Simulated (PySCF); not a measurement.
Species: `C(C(Cl)(Cl)Cl)/C(=N/[H])C`. The columns A, B, C and D hold Mulliken, IAO, Hirshfeld and ESP-fitted charges (e) of one PBE0/pcSseg-1 density (PySCF), in a shuffled order. Coordinates in Å (GFN2-xTB); the density's dipole moment is (-2.43, 0.50, 0.50) D.

```
atom       x       y       z       A       B       C       D
  C1  -1.586   0.332  -0.273  -0.441  -0.463  -0.132  -0.168
  C2  -0.557  -0.716   0.024  +0.559  +0.195  +0.091  -0.151
  N3  -0.633  -1.940  -0.245  -0.763  -0.439  -0.229  -0.301
  C4   0.704  -0.278   0.742  -0.259  -0.288  -0.096  +0.009
  C5   1.554   0.706  -0.043  -0.503  +0.031  +0.106  -0.410
 Cl6   0.882   2.353  -0.009  +0.068  -0.044  -0.015  +0.026
 Cl7   3.188   0.790   0.669  +0.077  -0.041  -0.036  +0.043
 Cl8   1.710   0.195  -1.739  +0.108  -0.032  -0.022  +0.049
  H9  -2.534  -0.130  -0.544  +0.110  +0.151  +0.049  +0.126
 H10  -1.252   0.945  -1.108  +0.143  +0.169  +0.035  +0.154
 H11  -1.733   0.985   0.584  +0.134  +0.158  +0.043  +0.132
 H12  -1.488  -2.235  -0.712  +0.377  +0.246  +0.111  +0.158
 H13   0.449   0.172   1.704  +0.188  +0.169  +0.050  +0.165
 H14   1.295  -1.180   0.916  +0.201  +0.189  +0.047  +0.167
```

Task: Which column most likely holds the ESP-fitted charges?

Result: A. Σ q r misses the density's dipole by 0.05 D (A), 0.65 D (B), 0.78 D (D), 2.03 D (C). Charges fitted to the outside potential are the only set here that is tied to the molecule's multipoles.

Task: And the Hirshfeld charges?

Result: C. The mean sizes are 0.076 e (C), 0.147 e (D), 0.187 e (B), 0.281 e (A), and Hirshfeld charges are commonly the smallest of these schemes.

As computed, A = ESP-fitted, B = IAO, C = Hirshfeld, D = Mulliken. Hydrogens on carbon: ESP-fitted +0.11 to +0.20, IAO +0.15 to +0.19, Hirshfeld +0.03 to +0.05, Mulliken +0.13 to +0.17 e.

The Mulliken scheme gives each basis function's population to the atom it is centred on and halves the overlap population of two atoms between them. The IAO scheme projects the occupied orbitals on a minimal set of polarised atomic orbitals and counts the electrons in each atom's part of it.

The structure is a single GFN2-xTB conformer in the gas phase; no vibrational or solvent corrections.

The run behind these numbers computed NMR shieldings as well. On an Arm Neoverse V1 with one thread, on a shared host, this took 28 s wall.

The values belong to the conformer `[H]/[N:3]=[C:2](\[CH3:1])[CH2:4][C:5]([Cl:6])([Cl:7])[Cl:8]`: C1–C2–C4–C5 -64°, C2–C4–C5–Cl6 77°.
